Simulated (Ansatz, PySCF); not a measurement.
Pair of molecules: NH3 (SMILES N) (first 4 atoms) with HBr (SMILES Br); geometry from B3LYP-D3(BJ)/def2-TZVP, rigid monomers moved along the line of their centres of mass till N1···H6 is 1.49 Å.
(charge 0, multiplicity 1):
| atom | x (Å) | y (Å) | z (Å) |
|---|---|---|---|
| N | 0.2635 | -0.0225 | 0.4461 |
| H | 1.1958 | 0.0311 | 0.0518 |
| H | -0.1763 | -0.8770 | 0.1234 |
| H | -0.2766 | 0.7669 | 0.1102 |
| Br | 0.3984 | 0.0099 | 3.4420 |
| H | 0.3303 | -0.0065 | 1.9300 |

Monomers are frozen at their geometry in the pair; levels with a basis set take the counterpoise correction. Rows marked so take none.

Frozen-core correlation. Filled d and f shells under p-block atoms count as core. Rows in 3-21G, STO-3G carry no dispersion term and start afresh at each structure; the Pople sets are all-electron and without relativity.

The values were computed with Ansatz (Gaussian orbitals); PySCF for 3-21G rows, STO-3G rows, the dispersion terms. Values without a source in brackets are computed.

```tsv
level	interaction energy (kcal/mol)
HF/STO-3G (no counterpoise)	-10.15
PBE-D4/def2-TZVPPD	-12.39
B3LYP/3-21G (no counterpoise)	-22.35
B3LYP/def2-TZVPPD	-8.75
wB97X-V/def2-TZVPPD	-9.44
wB97M-V/def2-TZVPPD	-9.01
MP2/aug-cc-pVTZ	-9.39
SCS-MP2/aug-cc-pVDZ	-5.82
SCS-MP2/aug-cc-pVTZ	___
```

Problem. Fill in the missing entries.

Solution. 
- SCS-MP2/aug-cc-pVTZ, interaction energy (kcal/mol): -7.03

Ansatz is a first-principles code.
